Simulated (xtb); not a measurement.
xtb input (GFN2-xTB):

```bash
xtb mol.xyz --gfn 2 --ohess tight --chrg 0 --uhf 0
```
mol.xyz:
```
4

Al    -1.04722638     0.04088309     0.00108015
Cl     1.03637496    -0.09793886    -0.05141998
H     -1.74484016     1.51892015     0.02995182
H     -1.84066877    -1.27149037     0.04497531
```

End of the output:

```
          :.................................................:

    mode    ω/cm⁻¹     T·S(HO)/kcal·mol⁻¹    T·S(FR)/kcal·mol⁻¹   T·S(vib)
   ------------------------------------------------------------------------
   ------------------------------------------------------------------------

   temp. (K)  partition function   enthalpy   heat capacity  entropy
                                   cal/mol     cal/K/mol   cal/K/mol   J/K/mol
 298.15  VIB   1.34                  447.462      4.232      2.086
         ROT  0.505E+04              888.752      2.981     19.925
         INT  0.677E+04             1336.214      7.213     22.011
         TR   0.501E+27             1481.254      4.968     38.391
         TOT                        2817.4681    12.1810    60.4022   252.7229

       T/K    H(0)-H(T)+PV         H(T)/Eh          T*S/Eh         G(T)/Eh
   ------------------------------------------------------------------------
    298.15    0.448992E-02    0.183064E-01    0.286990E-01   -0.103927E-01
   ------------------------------------------------------------------------

         :::::::::::::::::::::::::::::::::::::::::::::::::::::
         ::                  THERMODYNAMIC                  ::
         :::::::::::::::::::::::::::::::::::::::::::::::::::::
         :: total free energy          -6.721798057882 Eh   ::
         ::.................................................::
         :: total energy               -6.711405405567 Eh   ::
         :: zero point energy           0.013816467451 Eh   ::
         :: G(RRHO) w/o ZPVE           -0.024209119766 Eh   ::
         :: G(RRHO) contrib.           -0.010392652315 Eh   ::
         :::::::::::::::::::::::::::::::::::::::::::::::::::::

optimized geometry written to: xtbopt.xyz

           -------------------------------------------------
          | TOTAL ENERGY               -6.711405405567 Eh   |
          | TOTAL ENTHALPY             -6.693099016926 Eh   |
          | TOTAL FREE ENERGY          -6.721798057882 Eh   |
          | GRADIENT NORM               0.000083413767 Eh/α |
          | HOMO-LUMO GAP               5.082825895095 eV   |
           -------------------------------------------------

------------------------------------------------------------------------
------------------------------------------------------------------------
 total:
 SCF:
 ANC optimizer:
 analytical hessian:
```
